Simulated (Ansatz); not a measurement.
Geometry optimisation, RKS LDA/def2-SVP in Ansatz.

input.yaml

```yaml
crystal:
  periodic: [false, false, false]
  atoms:
    - { symbol: B, position_ang: [0.0, 0.0, 0.0] }
    - { symbol: Cl, position_ang: [0.0, 0.0, 2.21] }
    - { symbol: F, position_ang: [1.1431, 0.0, -0.66] }
    - { symbol: H, position_ang: [-1.0305, 0.0, -0.595] }
    - { symbol: F, position_ang: [0.0726, 1.5356, 0.5108] }
    - { symbol: H, position_ang: [0.0564, 1.1931, 1.5499] }
basis:
  gaussian: { orbitals: def2-SVP }
hamiltonian:
  xc: lda
relax:
  f_tol: 0.15
  max_steps: 25
  restrain:
    - { distance: [0, 4], at: 2.52, k: 30.0 }
    - { distance: [5, 1], at: 2.57, k: 30.0 }
    - { distance: [0, 1], at: 1.86, k: 30.0 }
    - { distance: [5, 4], at: 0.92, k: 30.0 }
```

Run as:

```bash
$ ansatz run input.yaml --threads 1 --pin off --max-ram 2048MiB --backend cpu --events-out ev --progress --plain --runs-dir out
```

Question: Where does it end, and by what steps?

Answer: The run converged. The restraints hold the end off the free minimum. After 7 steps the energy has fallen by 1.088 eV (the restraints' own energy left out); H6 moved furthest, 0.72 Å. Parted: B1–F5 (1.62 → 2.51 Å), Cl2–H6 (1.36 → 2.56 Å).

```
step  energy less start (eV)  largest force component (eV/Å)  accepted
   0                  0.0000                           4.398       yes
   1                 -0.4395                           2.925       yes
   2                 -0.3509                           2.805       yes
   3                 -0.5463                           2.596       yes
   4                 -1.0607                           1.263       yes
   5                 -1.0706                           1.204       yes
   6                 -1.0812                           1.117       yes
   7                 -1.0880                           1.117       yes
```

```xyz
6
Properties=species:S:1:pos:R:3
B -0.003 -0.273 0.079
Cl 0.016 -0.628 1.869
F 1.145 -0.271 -0.534
H -1.055 -0.189 -0.515
F 0.064 2.180 0.612
H 0.075 1.909 1.505
```

Time of the run: 11 s on 1 thread of Arm Neoverse V1 (shared host), peak memory 0.13 GiB.
